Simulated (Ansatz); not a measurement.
`C=C[SiH](N)Cl` + HBr → `N[SiH](Cl)Br` + ethylene at 700 K and 1 bar (ligand exchange at the Si–C bond).

Gas-phase electronic energies from Ansatz, PBE0-D4/def2-TZVP geometries. CBS: MP2 limit from def2 TZ/QZ plus the TZ coupled-cluster correction, frozen cores. This one scheme is used for every species. For Br outer-core shells are correlated without core-valence functions, which leaves a few kJ/mol of doubt a bond. Scalar relativity is left out up to krypton. One conformer a species, not always the lowest.

| species | CCSD(T)/CBS energy (Eh) | H − E (kJ/mol) | S (J/(mol·K)) |
| --- | --- | --- | --- |
| `C=C[SiH](N)Cl` | -883.34911 | 290.8 | 472.2 |
| HBr | -2573.91920 | 36.5 | 223.7 |
| `N[SiH](Cl)Br` | -3378.82013 | 162.3 | 431.9 |
| `C=C` | -78.48111 | 168.9 | 268.4 |

H − E and S are ideal-gas, rigid-rotor, harmonic terms from PBE0-D4/def2-TZVP, for one conformer and one mirror image of each species. 1 Eh = 2625.50 kJ/mol, R = 8.31446 J/(mol·K).

Task: By hand: ΔE, ΔH, ΔS and ΔG.

Result: ΔE = (-3378.82013) + (-78.48111) − (-883.34911) − (-2573.91920) = -0.03293 Eh = -86.5 kJ/mol. Δ(H − E) = 162.3 + 168.9 − 290.8 − 36.5 = 3.9, so ΔH = -82.6 kJ/mol. ΔS = 431.9 + 268.4 − 472.2 − 223.7 = 4.4 J/(mol·K). ΔG = -82.6 − 700 × (4.4)/1000 = -85.7 kJ/mol.

Task: By hand: the equilibrium constant, and the temperature at which ΔG would vanish if ΔH and ΔS stayed fixed.

Result: log₁₀ K = −ΔG/(RT ln 10) = 6.4. ΔH and −TΔS have one sign here, so there is no such temperature.

The number of gas molecules stays the same, so ΔS is small and ΔH decides. A doubt of 5 kJ/mol in ΔE shifts log₁₀ K by 0.4 here. Other conformers and mirror images would add mixing entropy, several J/(mol·K) or more a flexible species. These are equilibria of isolated gas molecules and say nothing of rates. Largest T1 diagnostic: 0.011 (customary marks: 0.02 for closed shells, 0.045 for open ones).

ΔS is within the doubt of such terms, so its sign, and with it that verdict, could turn.
